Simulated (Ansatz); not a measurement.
Question: Predict a relaxed structure of SeBr2, charge 0, singlet, at PBE-D4/def2-TZVP (Ansatz).

Answer: 
```tsv
atom	x (Å)	y (Å)	z (Å)
Se1	0.670	-0.685	0.073
Br2	0.764	1.513	0.854
Br3	-1.434	-0.828	-0.927
```
Point group C2v (tolerance 0.1 Å). This is one stationary point.
